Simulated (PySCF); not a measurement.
Species: C8H6O.
Numbering: `[CH:1]#[C:2]/[CH:3]=[CH:4]\[c:5]1[cH:6][cH:7][cH:8][o:9]1` (hydrogens: H10 on C1; H11 on C3; H12 on C4; H13 on C6; H14 on C7; H15 on C8)

All values: PBE0/def2-SVPD (PySCF, non-relativistic), on one gas-phase PBE0-D3(BJ)/def2-SVP geometry that isn't relaxed in the solvent. The solvent is an IEF-PCM continuum (Bondi radii, 1.10 Å for H, scaled by 1.2). The model holds no explicit solvent molecules, cavitation or dispersion.

Gas phase at PBE0/def2-SVPD: HOMO -6.13 eV, LUMO -1.63 eV, dipole 0.92 D.

Q: What does the continuum do to the energy, the frontier levels and the dipole at PBE0/def2-SVPD in methanol and acetonitrile?

A: 
```tsv
solvent	ε	E(solvent) − E(gas) (kcal/mol)	polarisation term (kcal/mol)	distortion of the solute (kcal/mol)	HOMO (eV)	LUMO (eV)	dipole (D)
methanol	32.61	-4.82	-5.50	0.68	-6.19	-1.69	1.28
acetonitrile	35.69	-4.84	-5.53	0.69	-6.19	-1.69	1.28
```

The first energy column is the sum of the next two and covers electrostatics alone. From methanol to acetonitrile the lowering changes by a factor 1.00, Onsager's factor (ε − 1)/(2ε + 1) by 1.00 and ε itself by 1.1.

Q: How does the static polarisability (PBE0/def2-SVPD, frozen core, with the continuum's full static response) change?

A: 
```json
{"medium": "gas", "isotropic (au)": "105.7", "principal values (au)": "55.8, 101.6, 159.5", "⟨r²⟩ of the electrons (bohr²)": "1269.7"}
{"medium": "methanol", "isotropic (au)": "149.7", "principal values (au)": "77.9, 144.3, 226.8", "⟨r²⟩ of the electrons (bohr²)": "1267.5"}
{"medium": "acetonitrile", "isotropic (au)": "149.9", "principal values (au)": "78.0, 144.5, 227.2", "⟨r²⟩ of the electrons (bohr²)": "1267.4"}
```

The isotropic value in acetonitrile is 1.42 times the gas-phase one; no cavity-field correction is applied. ⟨r²⟩ is taken about the centre of nuclear charge.

Shape of the structure used: `[CH:1]#[C:2]/[CH:3]=[CH:4]\[c:5]1[cH:6][cH:7][cH:8][o:9]1`: C3–C4–C5–C6 -1°.
